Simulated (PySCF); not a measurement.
**How the method changes the constants of TeC⁺**

State: ²Σ⁺ (doublet), unpaired electrons σ ↑. Set-up: Te def2-SVPD with ECP28, C def2-SVPD; scalar-relativistic core potentials (PySCF 2.14). De refers to Te⁺ + C in their high-spin ground configurations, without counterpoise correction. The functionals are run spin-unrestricted. A positive dipole points towards C; it is taken about the centre of mass and depends on that origin. Levels whose curve was spin-contaminated or gave no clean fit are not listed.

```csv
Level,Re (Å),ωe (cm⁻¹),De (eV),μ (D),"CPU s a point (SCF and correlation, without the integrals)"
ROHF,1.803,1056,-0.215,0.42,0.18
ROHF-MP2,1.870,925,3.27,n/a,0.4
ROHF-SCS-MP2,1.867,926,3.02,n/a,n/a
PBE,1.860,899,4.08,0.15,1.4
PW91,1.859,898,4.10,0.17,1.1
```

Task: What does second-order correlation do here, going from ROHF to ROHF-MP2?

Result: ROHF-MP2 less ROHF: +6.7 pm in Re, -12.4 % in ωe, +3.48 eV in De. Correlation nearly always deepens the well. The bond lengthens, as in strong covalent bonds, where excitations into antibonding orbitals dominate.

Correlated steps freeze 5 core orbitals. Correlated levels converge slowly with the basis: in double zeta they bind strong bonds too weakly, by up to about 1 eV, and carry superposition errors of some tenths. Spin–orbit coupling is left out, which matters for elements this heavy, above all for dissociation energies. For an ion De counts to the pair picked by the measured ionisation energies or electron affinities, which need not be the lowest pair at this level. UHF is strongly spin-contaminated for TeC⁺, so the ROHF reference used there is far from stable. A negative De means that the minimum lies above the separated atoms at that level. The state is the lowest determinant that a PBE0 search found; another state may lie lower at other levels.

The whole job (state search and all levels along the bond) took about 4 min on 1 thread of Arm Neoverse N1 (shared host), peak memory 0.72 GiB.
